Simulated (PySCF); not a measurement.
Species: C$_{2}$HF$_{2}$, net charge 0, doublet state. It need not be the lowest isomer of its formula. 
Geometry from a B3LYP-D3(BJ)/def2-TZVP (Ansatz) optimisation:
SMILES: F[C]=CF
```xyz
5

F      1.3885     1.0782     0.1606
C      0.6465    -0.0359     0.0569
C     -0.6604     0.0216    -0.0586
F     -1.5142    -0.9621    -0.1681
H      1.2142    -0.9599     0.0772
```
Charge 0, spin multiplicity 2.

Dispersion corrections to the total energy (kcal/mol) from the dftd3 and dftd4 libraries through PySCF: D3(BJ) without and D4 with the three-body term, each with the damping fitted for the functional named.

```
functional  D3(BJ)     D4
----------  ------  -----
PW6B95       -0.56  -1.15
BHLYP        -1.69  -1.38
B2PLYP       -0.98      …
BLYP         -2.75  -2.96
B3LYP        -2.22  -2.05
LC-wPBE      -1.13      …
HF               …  -5.39
```

Q: Complete the blanks.

A: 
- B2PLYP, D4: -0.88
- LC-wPBE, D4: -1.40
- HF, D3(BJ): -13.03
